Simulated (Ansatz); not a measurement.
Program: Ansatz. Geometries: PBE0-D4/def2-TZVP. ΔE: electronic, gas phase. CBS: MP2 limit from def2 TZ/QZ plus the TZ coupled-cluster correction, frozen cores. This one scheme is used for every species. Double bonds are as drawn, so ΔE can hold a change between cis and trans. DFT in def2-TZVPP. B3LYP here is the variant with VWN-RPA as its local correlation; programs differ in this. One conformer a species, not always the lowest.

`O/C=C/[SiH2]Cl` + BH₃ → `B[SiH2]/C=C/O` + HCl  (formal exchange of groups at the Si–Cl bond)

`O/C=C/[SiH2]Cl`:

Z-matrix (Å, degrees):
```
Si
Cl 1 2.066
C 1 1.828 2 111.6
H 1 1.482 2 105.6 3 -122.5
H 1 1.485 2 107.5 3 119.5
C 3 1.333 1 120.2 2 112.9
H 3 1.087 1 121.7 2 -67.2
O 6 1.347 3 122.8 1 179.4
H 6 1.089 3 121.7 1 -0.5
H 8 0.960 6 110.1 3 179.8
```

BH₃:

Z-matrix (Å, degrees):
```
B
H 1 1.193
H 1 1.193 2 120.0
H 1 1.193 2 120.0 3 180.0
```

`B[SiH2]/C=C/O`:

Z-matrix (Å, degrees):
```
B
C 1 1.848
Si 1 1.971 2 58.0
H 1 1.192 2 111.0 3 122.9
H 1 1.200 2 116.1 3 -95.8
C 2 1.366 1 80.8 3 136.2
H 2 1.088 1 109.2 3 -110.9
H 3 1.482 1 120.2 2 -102.9
H 3 1.480 1 125.9 2 91.0
O 6 1.345 2 120.7 1 110.4
H 6 1.085 2 122.5 1 -79.4
H 10 0.961 6 109.9 2 -173.2
```

HCl:

```xyz
2

Cl   -0.174    0.557   -0.262
H     0.174   -0.557    0.262
```

CCSD(T)/CBS gives +30.0 kcal/mol.

Another level gave +29.0 kcal/mol. Which?
A. HF/def2-TZVPP
B. ωB97M-V/def2-TZVPP
C. B3LYP/def2-TZVPP
D. r2SCAN-D4/def2-TZVPP

B. ωB97M-V 29.0, HF/def2-TZVPP 50.2, r2SCAN-D4 24.1, B3LYP 32.2 kcal/mol.

Largest T1 diagnostic among the species: 0.013.

The D4 term adds −0.9 kcal/mol with B3LYP and −0.4 kcal/mol with PBE0; it sums over pairs of atoms, weighted by their polarisabilities, and B3LYP, whose exchange is more repulsive, gets the larger term. From PBE to PBE0 (25 % exact exchange), in def2-TZVPP and without D4, ΔE moves by +3.6 kcal/mol. In def2-TZVPP, CCSD(T) changes the Hartree–Fock value by −21.3 kcal/mol (the triples alone add −3.1 kcal/mol) and MP2 by −22.2 kcal/mol.
